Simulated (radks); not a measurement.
Results of a calculation; reference values are marked as such.
Spherical quantum dot in the effective-mass picture: electrons in a well V = -V0 / (1 + exp((r - R)/a)) with V0 = 18.6, R = 2.47, a = 0.18, with a point charge +2 (a donor) at the centre, all in effective atomic units (hartree* = m*/eps^2 hartree, bohr* = eps/m* bohr), one dielectric constant everywhere. Level of theory: non-relativistic Kohn-Sham, PBEsol, spin-polarised, spherical densities (a radial shooting solver with Libxc functionals). Levels are named by radial order and angular momentum (1s, 1p, 1d, 2s, ...), and open shells are averaged over m. Results are scaled to m* = 0.094 and eps = 10.1, for which hartree* = 25.07 meV and bohr* = 5.686 nm.

N = 6, configuration 1s2 1p(up 3, down 1). This is the lowest configuration that the search found. Occupied and some empty levels:

| level | occupation | eigenvalue (meV) | <r> (nm) |
|---|---|---|---|
| 1s up | 1 | -408.73 | 5.204 |
| 1s down | 1 | -406.91 | 5.091 |
| 1p up | 3 | -374.68 | 8.030 |
| 1p down | 1 | -371.80 | 8.022 |
| 2s up | 0 | -356.64 | 7.170 |
| 2s down | 0 | -354.72 | 7.252 |
| 1d up | 0 | -345.98 | 8.977 |
| 1d down | 0 | -343.05 | 8.989 |
| 1f up | 0 | -312.97 | 9.612 |
| 1f down | 0 | -310.13 | 9.630 |

Energy (meV): total -2611.34, kinetic 222.59, external -3079.1, Hartree 323.83, exchange-correlation -78.617.
